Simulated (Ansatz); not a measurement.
Consider the ligand exchange at a Ge–O bond: `[OH][Ge]([OH])([OH])[Cl]` + H₂S → `[OH][Ge]([OH])([SH])[Cl]` + H₂O.

Isolated molecules relaxed with PBE0-D4/def2-TZVP in Ansatz; ΔE leaves out vibrations. CBS: MP2 limit from def2 TZ/QZ plus the TZ coupled-cluster correction, frozen cores. This one scheme is used for every species. DFT in def2-TZVPP. For Ge outer-core shells are correlated without core-valence functions, which leaves a few kJ/mol of doubt a bond. Scalar relativity is left out up to krypton. One conformer a species, not always the lowest.

CCSD(T)/CBS gives -0.08 eV.

Problem. Another level gave +0.02 eV. Which?
A. CCSD/def2-TZVPP
B. HF/def2-TZVPP
C. MP2/def2-TZVPP
D. PBE0/def2-TZVPP

Solution. A. CCSD/def2-TZVPP 0.02, HF/def2-TZVPP 0.14, PBE0 -0.10, MP2/def2-TZVPP -0.06 eV.

Largest T1 diagnostic among the species: 0.011.

The D4 term adds −0.06 eV with B3LYP and −0.03 eV with PBE0; it sums over pairs of atoms, weighted by their polarisabilities, and B3LYP, whose exchange is more repulsive, gets the larger term. In def2-TZVPP, CCSD(T) changes the Hartree–Fock value by −0.14 eV (the triples alone add −0.03 eV) and MP2 by −0.20 eV.

B3LYP here is the variant with VWN-RPA as its local correlation; programs differ in this.
